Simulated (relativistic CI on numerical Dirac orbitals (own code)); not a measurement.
**Mo³⁺: L2,3 absorption edge**

Computed with this model: Dirac-Coulomb-Breit CI, separate exchange-only KLI orbitals for each configuration, a model potential for QED, valence Slater integrals scaled by 0.7, multiplet model of core-to-valence dipole absorption; configurations [Kr] 4d3 → [He] 2s2 2p5 3s2 3p6 3d10 4s2 4p6 4d4; 10 K; Lorentzian 0.96 eV and Gaussian 0.5 eV FWHM. Energies are those of the free ion, without screening or charge transfer. The branching ratio is the share of the lower-energy edge in the whole absorption, uncertain by about 0.02 where the edges overlap. S is read from ⟨S²⟩ = S(S + 1).

Field parameters in Wybourne normalisation: Oh B⁴₀ = 21Dq, B⁴₄ = √(5/14) B⁴₀. The field is a parameter set, without covalency.

Computed curve for Oh, 10Dq = 21000 cm⁻¹, scaled to 100 at the maximum (points under 2 are left out and the grid is thinned):

| Energy (eV) | Intensity |
| --- | --- |
| 2520.7 | 2.0 |
| 2521.2 | 2.5 |
| 2521.7 | 3.2 |
| 2522.2 | 4.3 |
| 2522.6 | 5.7 |
| 2523.1 | 8.8 |
| 2523.6 | 15.5 |
| 2524.1 | 32.9 |
| 2524.6 | 57.6 |
| 2525.1 | 67.3 |
| 2525.6 | 92.8 |
| 2526.1 | 92.6 |
| 2526.5 | 73.5 |
| 2527.0 | 72.0 |
| 2527.5 | 58.8 |
| 2528.0 | 33.1 |
| 2528.5 | 16.6 |
| 2529.0 | 9.5 |
| 2529.5 | 6.3 |
| 2530.0 | 4.6 |
| 2530.4 | 3.7 |
| 2530.9 | 2.9 |
| 2531.4 | 2.6 |
| 2531.9 | 2.2 |
| 2627.4 | 2.5 |
| 2627.9 | 3.7 |
| 2628.4 | 6.2 |
| 2628.9 | 12.3 |
| 2629.3 | 24.0 |
| 2629.8 | 43.1 |
| 2630.3 | 45.5 |
| 2630.8 | 39.9 |
| 2631.3 | 24.2 |
| 2631.8 | 20.4 |
| 2632.3 | 22.4 |
| 2632.8 | 17.2 |
| 2633.2 | 10.8 |
| 2633.7 | 5.6 |
| 2634.2 | 3.2 |
| 2634.7 | 2.1 |

The ground state has S = 1.50, and the centroid lies at 2558.06 eV.
